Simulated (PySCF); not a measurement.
Vertical excitations of a molecule C2H6O2Si from TDA-PBE/def2-SVPD (PySCF), as energy in eV (oscillator strength): 4.95 (0.001), 5.66 (0.001), 5.90 (0.003), 6.13 (0.003), 6.31 (0.008), 6.41 (0.020), 6.47 (0.044), 7.06 (0.002), 7.11 (0.041), 7.18 (0.077). Lowest triplet (TDA): 4.78 eV. The structure is a stationary point at PBE0-D3(BJ)/def2-SVP. The values are those of a single conformer.

Task: Identify the compound among the candidates.
A. C=C[SiH](O)O
B. C1CO[SiH2]O1
C. O[SiH]1COC1
D. CO[Si]OC

Result: C, O[SiH]1COC1
